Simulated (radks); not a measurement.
Question: The table gives one normalised radial function P(r) = r R(r) (large component) of In16+ in [Ar] 3d10 4s2 4p3 (r in bohr). Calculated with a radial shooting solver on a logarithmic mesh with Libxc functionals: Dirac Kohn-Sham, PBE, spin-unpolarised, spherical densities, finite nucleus; open shells fill j = l - 1/2 first; Fermi nuclear charge, rms radius 4.6156 fm.

| r | P |
|---|---|
| 0.001151 | 0.0032 |
| 0.001475 | 0.0044 |
| 0.00189 | 0.0061 |
| 0.002422 | 0.0087 |
| 0.003104 | 0.0124 |
| 0.003977 | 0.0179 |
| 0.005097 | 0.0260 |
| 0.006531 | 0.0381 |
| 0.00837 | 0.0557 |
| 0.01073 | 0.0812 |
| 0.01374 | 0.1174 |
| 0.01761 | 0.1670 |
| 0.02257 | 0.2321 |
| 0.02892 | 0.3119 |
| 0.03706 | 0.3997 |
| 0.0475 | 0.4785 |
| 0.06086 | 0.5179 |
| 0.07799 | 0.4749 |
| 0.09995 | 0.3069 |
| 0.1281 | 0.0010 |
| 0.1641 | -0.3863 |
| 0.2103 | -0.7060 |
| 0.2695 | -0.7541 |
| 0.3454 | -0.3925 |
| 0.4426 | 0.3037 |
| 0.5672 | 1.0103 |
| 0.7268 | 1.3347 |
| 0.9314 | 1.1229 |
| 1.193 | 0.6232 |
| 1.529 | 0.2184 |
| 1.96 | 0.0436 |
| 2.511 | 0.0043 |

Which n and l does it have? It may be an empty orbital.

Answer: n = 4, l = 1: the number of nodes gives n - l - 1 = 2, the rise at small r points to l (for j = l - 1/2 the large component starts outside the nucleus as r^gamma with gamma = sqrt(l^2 - (Z/c)^2) = 0.93 and the r^(l+1) term takes over further out; the orbital of l - 1 with the same j starts with the same power, but with a larger coefficient, and does not steepen), and the extent must fit the shell. The curve is that of 4p1/2; the two j differ most near the nucleus, where j = l - 1/2 has the larger amplitude, and in heavy atoms j = l - 1/2 is also the more compact. 4p1/2: eigenvalue -421.16 eV, 2 radial nodes at r = 0.128, 0.401 bohr, <r> = 0.780 bohr, 90 % of the charge inside 1.12 bohr.
